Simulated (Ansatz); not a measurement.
## Two structures, one formula

Two relaxed structures of SiH$_{3}$TeO (charge -1), closed shell (PBE0-D4/def2-TZVPD; forces vanish, vibrations not checked).

A:

O1  (1.287, -2.266, 1.319)
Te2  (-0.629, -1.725, 0.927)
Si3  (0.086, 0.551, 0.077)
H4  (-0.674, 0.595, -1.244)
H5  (1.770, -1.473, 1.042)
H6  (-0.862, 1.444, 0.870)
(Å)

B:

```
atom    x (Å)    y (Å)    z (Å)
  O1   1.2314  -2.1043   1.3760
 Te2  -0.2710  -1.8712   0.2726
 Si3  -0.2237   0.5607  -0.2943
  H4  -1.3978   0.8678  -1.1801
  H5   0.9884   1.0393  -1.0409
  H6  -0.3273   1.5077   0.8667
```

Ansatz 0.2.0; basis: def2-TZVPPD; cores frozen in the correlated methods. Filled d shells of the heavier atoms are correlated. Core potentials replace the inner electrons of the atoms past krypton. The def2 sets are not built for correlating such inner shells, so the correlated values are less sure here. B3LYP uses VWN-RPA correlation.

Q: Which structure is lower at CCSD(T), and by how much? (Judge from chemistry; the value comes from the calculation.)

A: By the calculation: A, by 10.01 kcal/mol (electronic energy, against the other). By their contacts, A is SiH₃TeO ([OH][Te][SiH2]), total charge -1 and B is SiH₃TeO ([O][Te][SiH3]), total charge -1.

All methods give the same order:

```
   method  E(B) − E(A) (kcal/mol)
   PBE-D4                   10.49
r2SCAN-D4                    9.25
  PBE0-D4                   11.86
 B3LYP-D4                   10.06
  wB97M-V                   12.49
       HF                   10.46
      MP2                    7.46
     CCSD                   10.76
  CCSD(T)                   10.01
```

T1 diagnostic: at most 0.019.

Labels in which every atom is bracketed show which atoms are joined, not bond orders.

For scale, one of the runs: CCSD(T)/def2-TZVPPD, 198 basis functions, launched by `ansatz run in.yaml --threads 2 --pin off --events-out ev --progress --plain --max-ram 4352MiB`. Hardware: 2 CPU threads of an Arm Neoverse V2, shared host. Wall time 100 s; peak host memory 2.5 GiB.
